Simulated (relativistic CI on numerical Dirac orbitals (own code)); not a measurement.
## Rh⁶⁺: M2,3 absorption edge

Computed with this model: Dirac-Coulomb-Breit CI, orbitals from a KLI potential per configuration, QED by a radiative potential, valence Slater integrals scaled by 0.7, multiplet model of core-to-valence dipole absorption; configurations [Kr] 4d3 → [Ne] 3s2 3p5 3d10 4s2 4p6 4d4; 300 K; Lorentzian 2 eV and Gaussian 0.4 eV FWHM. Energies are those of the free ion, without screening or charge transfer. The branching ratio is the share of the lower-energy edge in the whole absorption, uncertain by about 0.02 where the edges overlap. S is read from ⟨S²⟩ = S(S + 1).

Field parameters in Wybourne normalisation: D3d B²₀ = −7Dσ, B⁴₀ = −14Dq − 21Dτ, B⁴₃ = −14√(10/7) Dq; D4h B²₀ = −7Ds, B⁴₀ = 21(Dq − Dt), B⁴₄ = 21√(5/14) Dq; Oh B⁴₀ = 21Dq, B⁴₄ = √(5/14) B⁴₀. The field is a parameter set, without covalency.

Case D4h, 10Dq = 25100, Ds = -1180, Dt = 1090 cm⁻¹, the dichroism is that of the ground state at zero temperature, magnetised by exchange field 10 meV on Sz. The dichroism I(Δm = −1) − I(Δm = +1), over the sum of the three polarisations, integrates to -0.0197 on the lower edge and 0.0344 on the upper edge. The branching ratio is 0.753.

(1) Use the orbital sum rule with 7 holes to get ⟨Lz⟩.

## Answers

(1) For a p → d edge ⟨Lz⟩ = 2 × n_h × (sum of both integrals) in this sign convention = 0.21; the ground state itself has ⟨Lz⟩ = 0.28 and ⟨Sz⟩ = -1.46. The rule assumes one radial integral for both edges, which relativistic orbitals only approach.
